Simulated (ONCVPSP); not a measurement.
**An all-electron radial function and its pseudo partner (K)**

Columns: radius, all-electron u(r) and pseudo u(r) of the 3p shell (level -18.57 eV) of potassium in the configuration [Ne] 3s2 3p6 4s1; BLYP, scalar-relativistic, ONCV scheme, ONCVPSP 4.0.1.

```csv
r (bohr),all-electron,pseudo
0.113,-0.3110,0.0231
0.225,-0.4320,0.0891
0.338,-0.2736,0.1917
0.450,-0.0021,0.3180
0.563,0.2771,0.4563
0.675,0.5094,0.5895
0.788,0.6838,0.7067
0.900,0.7988,0.7962
1.013,0.8637,0.8543
1.125,0.8874,0.8799
1.238,0.8809,0.8772
1.350,0.8534,0.8524
1.463,0.8117,0.8117
1.575,0.7620,0.7620
1.688,0.7075,0.7075
1.800,0.6519,0.6519
1.913,0.5964,0.5964
2.025,0.5432,0.5432
2.138,0.4922,0.4922
2.250,0.4448,0.4448
2.363,0.4005,0.4005
2.475,0.3600,0.3601
2.588,0.3227,0.3227
2.700,0.2890,0.2890
2.813,0.2581,0.2582
2.925,0.2305,0.2305
```

Task: How many radial nodes do the two functions have?

Result: The all-electron 3p function has n − l − 1 = 1; the pseudo-wave has 0, since the states of the same l below it are removed with the core.

Task: At about which radius was the pseudo-wave matched?

Result: 1.55 bohr, where the columns begin to agree (steps of 0.11 bohr).

Task: Where does each function peak?

Result: Outermost all-electron maximum near 1.12 bohr, pseudo maximum near 1.12 bohr (to the table’s step).

Task: Is the pseudo-wave norm-conserving?

Result: Yes: the ONCV scheme keeps the norm inside the radius equal to the all-electron one, which fixes the energy derivative of the logarithmic derivative at the level.
